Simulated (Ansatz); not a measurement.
Reaction (redistribution): `F[SiH2][InH2]` + `C#CO[SiH3]` → `C#C[SiH2]F` + `[SiH3][O][InH2]`

Gas-phase electronic energies from Ansatz, PBE0-D4/def2-TZVP geometries. CCSD(T)/CBS is the MP2 limit (def2-TZVPP, def2-QZVPP) plus CCSD(T) − MP2 in def2-TZVPP, frozen cores. This one scheme is used for every species. DFT in def2-TZVPP. Elements past krypton have def2 core potentials. For In outer-core shells are correlated without core-valence functions, which leaves a few kJ/mol of doubt a bond.

Is it downhill or uphill in electronic energy at CCSD(T)/CBS, and by how much? (An estimate is asked.)

Computed: Downhill: ΔE = -190.5 kJ/mol.

What do these levels give: PBE-D4, revPBE-D4, r2SCAN0-D4, CAM-B3LYP-D4, B2PLYP, PBE-QIDH, PBE, r2SCANh, LC-ωPBE, RPA@PBE/def2-TZVPP, MP2/def2-SVP, MP2/def2-QZVPP? (Best estimate.)

Computed: PBE-D4 -147.6, revPBE-D4 -151.5, r2SCAN0-D4 -166.7, CAM-B3LYP-D4 -169.3, B2PLYP -180.0, PBE-QIDH -170.8, PBE -146.8, r2SCANh -168.7, LC-ωPBE -159.9, RPA@PBE/def2-TZVPP -183.0, MP2/def2-SVP -179.9, MP2/def2-QZVPP -198.6 kJ/mol.

What do rigid-rotor, harmonic-oscillator terms from PBE0-D4/def2-TZVP frequencies (298.15 K, 1 bar) make of the CCSD(T)/CBS value? (Best estimate.)

Computed: ΔZPE = +1.5 kJ/mol, ΔH = -189.4 kJ/mol, ΔS = 2 J/(mol·K), ΔG = -189.9 kJ/mol.

Largest T1 diagnostic among the species: 0.015.

From r2SCAN to r2SCAN0 (25 % exact exchange), in def2-TZVPP and without D4, ΔE moves by +3.7 kJ/mol. Leaving LDA and LC-ωPBE aside and taking each functional with its dispersion term where it has one, the values spread over 32.3 kJ/mol, from B2PLYP to PBE-D4. LDA lies +14.4 kJ/mol from PBE without D4. At CCSD(T), def2-SVP lies +23.4 kJ/mol from the extrapolated value and def2-TZVPP +5.8 kJ/mol.
